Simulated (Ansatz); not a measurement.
`COBB(F)Cl` + `C[SeH]` → `C[Se]B(F)Cl` + `BOC` at 298.15 K and 1 bar (cleavage of the B–B bond).

Computed with Ansatz on PBE0-D4/def2-TZVP structures; ΔE is electronic, products minus reactants. CCSD(T)/CBS is the MP2 limit (def2-TZVPP, def2-QZVPP) plus CCSD(T) − MP2 in def2-TZVPP, frozen cores. For Se outer-core shells are correlated without core-valence functions, which leaves a few kJ/mol of doubt a bond. Scalar relativity is left out up to krypton. One conformer a species, not always the lowest.

```
      species  CCSD(T)/CBS energy (Eh)  H − E (kJ/mol)  S (J/(mol·K))
  `COBB(F)Cl`               -724.91084           189.7          367.7
     `C[SeH]`              -2441.15625           129.5          267.5
`C[Se]B(F)Cl`              -3025.05449           141.5          352.1
        `BOC`               -141.04597           181.1          267.5
```

H − E and S are ideal-gas, rigid-rotor, harmonic terms from PBE0-D4/def2-TZVP, for one conformer and one mirror image of each species. 1 Eh = 2625.50 kJ/mol, R = 8.31446 J/(mol·K).

Problem. By hand: ΔE, ΔH, ΔS and ΔG.

Solution. ΔE = (-3025.05449) + (-141.04597) − (-724.91084) − (-2441.15625) = -0.03337 Eh = -87.6 kJ/mol. Δ(H − E) = 141.5 + 181.1 − 189.7 − 129.5 = 3.4, so ΔH = -84.2 kJ/mol. ΔS = 352.1 + 267.5 − 367.7 − 267.5 = -15.6 J/(mol·K). ΔG = -84.2 − 298.15 × (-15.6)/1000 = -79.5 kJ/mol.

Problem. By hand: the equilibrium constant, and the temperature at which ΔG would vanish if ΔH and ΔS stayed fixed.

Solution. log₁₀ K = −ΔG/(RT ln 10) = 13.9. ΔG = 0 at ΔH/ΔS = 5397 K, far beyond where these terms or the molecules hold.

ΔH outweighs TΔS. A doubt of 5 kJ/mol in ΔE shifts log₁₀ K by 0.9 here. Other conformers and mirror images would add mixing entropy, several J/(mol·K) or more a flexible species. Modes under 60 cm⁻¹, often nearly free rotors, make the harmonic entropy too high. These are equilibria of isolated gas molecules and say nothing of rates. Largest T1 diagnostic: 0.014 (customary marks: 0.02 for closed shells, 0.045 for open ones).
